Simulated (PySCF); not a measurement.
1-hydroxysiletane (C3H8OSi), SMILES [SiH]1(O)CCC1. Atoms are numbered in the order given.

```xyz
13

O      1.9097     0.8205    -0.2855
Si     0.5272     0.1552     0.4106
C     -1.1499     0.8603    -0.1126
C     -1.6450    -0.6231    -0.1424
C     -0.2931    -1.3815    -0.3480
H      2.7061     0.8075     0.2712
H      0.7252     0.0529     1.9063
H     -1.7222     1.5699     0.5153
H     -1.0826     1.2750    -1.1407
H     -2.0873    -0.8948     0.8393
H     -2.4169    -0.8372    -0.9118
H     -0.0427    -1.4549    -1.4276
H     -0.2104    -2.3899     0.1013
```

The structure is a stationary point at PBE-D3(BJ)/def2-SVP. Other conformers were not sampled.

Two levels are set side by side: PBE/pcSseg-1 (PySCF) and B3LYP/pcSseg-1 (PySCF). GIAO shifts against H2O (¹⁷O), TMS (²⁹Si), TMS (¹H), TMS (¹³C) at the same level; non-relativistic, no solvent, atoms listed together averaged. Differences are taken from unrounded values.

| quantity | B3LYP |
|---|---|
| δ(¹⁷O) of O1 (ppm) | 57.4 |
| δ(²⁹Si) of Si2 (ppm) | 4.8 |
| δ(¹³C) of C4 (ppm) | 19.4 |
| δ(¹H) of H6 (ppm) | 2.44 |
| δ(¹H) of H7 (ppm) | 5.59 |

Q: What does PBE give, and how far is it from B3LYP? (An estimate is asked for; the answer gives what the named calculation found.)

A: 
```json
[
 {"quantity": "δ(¹⁷O) of O1 (ppm)", "PBE": "64.2", "PBE minus B3LYP": "6.8"},
 {"quantity": "δ(²⁹Si) of Si2 (ppm)", "PBE": "8.0", "PBE minus B3LYP": "3.3"},
 {"quantity": "δ(¹³C) of C4 (ppm)", "PBE": "19.5", "PBE minus B3LYP": "0.0"},
 {"quantity": "δ(¹H) of H6 (ppm)", "PBE": "2.44", "PBE minus B3LYP": "0.00"},
 {"quantity": "δ(¹H) of H7 (ppm)", "PBE": "5.93", "PBE minus B3LYP": "0.34"}
]
```

Rough cost on one machine, each run with all the roots and properties that it gave: B3LYP against PBE within a factor of 2.
